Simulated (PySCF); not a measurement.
Ga⁻ (gallium, charge -1) across methods

[Ar] 3d10 4s2 4p2, high-spin 3P determinant. Computed with PySCF 2.14 in aug-cc-pVDZ-DK (6s5p3d, 36 functions), with scalar relativity by spin-free X2C-1e.

```csv
method,E (hartree),mean ε 4s α (eV),mean ε 4s β (eV),mean ε 4p α (eV),Σ⟨r²⟩ (bohr²),⟨S²⟩
MN15,-1945.021,-5.818,-4.893,0.606,85.20,2.002
LDA,-1940.607,-4.535,-3.819,1.297,88.83,2.001
r2SCANh,-1943.712,-4.904,-3.798,1.090,83.08,2.005
BLYP,-1943.862,-4.283,-3.674,1.502,91.53,2.001
PBE0,-1943.497,-5.287,-4.140,0.882,83.81,2.003
PBE,-1943.485,-4.303,-3.490,1.363,88.12,2.002
r2SCAN,-1943.728,-4.520,-3.514,1.279,84.01,2.005
UHF,-1942.08243,-7.899,-5.672,-0.502,82.47,2.013
M06-2X,-1943.805,-5.909,-4.103,0.433,80.51,2.005
```

The highest occupied level is positive at MN15, LDA, r2SCANh, BLYP, PBE0, PBE, r2SCAN, M06-2X: only the finite basis holds that electron, which in a density functional comes from self-interaction.
